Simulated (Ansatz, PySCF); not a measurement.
Al(All)(OH)2 (C3H7AlO2), SMILES C=C[CH2][Al]([OH])[OH]. Atoms are numbered in the order given.

```xyz
13

Al     0.1176    -0.0511     0.9531
C      0.2456    -1.1698    -0.6538
C     -0.4891    -0.5334    -1.7901
C      0.0348     0.2639    -2.7314
H     -0.1349    -2.1789    -0.4247
H      1.3223    -1.2720    -0.8819
H     -1.5736    -0.7094    -1.8126
H      1.1087     0.4784    -2.7681
H     -0.5881     0.7167    -3.5070
O     -0.1469     1.6324     0.8502
H     -0.2775     2.0671     0.0011
O      0.2868    -0.7617     2.4898
H      0.2524    -0.2765     3.3194
```
Charge 0, spin multiplicity 1.

Geometry optimised at B3LYP-D3(BJ)/def2-SVP. Other conformers were not sampled.

Two levels are set side by side: PBE-D3(BJ)/def2-SVP (Ansatz, a first-principles code) and B3LYP-D3(BJ)/def2-SVP (Ansatz). Each level has its own optimised geometry; the coordinates shown are those of the second. Frequencies come from the Hessian of PySCF at each geometry. Differences are taken from unrounded values.

```csv
quantity,B3LYP-D3(BJ)
mean bond length (Å),1.302
bond Al1–C2 (Å),1.962
bond Al1–O10 (Å),1.707
bond Al1–O12 (Å),1.701
bond C2–C3 (Å),1.495
bond C3–C4 (Å),1.340
bond C2–H5 (Å),1.103
bond C2–H6 (Å),1.105
bond C3–H7 (Å),1.099
bond C4–H8 (Å),1.096
bond C4–H9 (Å),1.093
bond O10–H11 (Å),0.963
bond O12–H13 (Å),0.962
highest harmonic wavenumber (cm⁻¹),3917
mean harmonic wavenumber (cm⁻¹),1285
zero-point energy (kcal/mol),60.63
```

### Question
What does PBE-D3(BJ) give, and how far is it from B3LYP-D3(BJ)? (The exact figures need the calculation; the answer reports its results.)

### Answer

```
quantity                            PBE-D3(BJ)  PBE-D3(BJ) minus B3LYP-D3(BJ)
----------------------------------  ----------  -----------------------------
mean bond length (Å)                     1.311                          0.009
bond Al1–C2 (Å)                          1.972                          0.010
bond Al1–O10 (Å)                         1.723                          0.015
bond Al1–O12 (Å)                         1.716                          0.015
bond C2–C3 (Å)                           1.495                         -0.001
bond C3–C4 (Å)                           1.350                          0.010
bond C2–H5 (Å)                           1.109                          0.007
bond C2–H6 (Å)                           1.113                          0.007
bond C3–H7 (Å)                           1.107                          0.008
bond C4–H8 (Å)                           1.104                          0.008
bond C4–H9 (Å)                           1.100                          0.008
bond O10–H11 (Å)                         0.973                          0.010
bond O12–H13 (Å)                         0.970                          0.009
highest harmonic wavenumber (cm⁻¹)        3805                           -111
mean harmonic wavenumber (cm⁻¹)           1252                            -33
zero-point energy (kcal/mol)             59.09                          -1.54
```

Exact exchange shortens and stiffens bonds; PBE has none. Differences between two approximate levels are no errors against the true value.
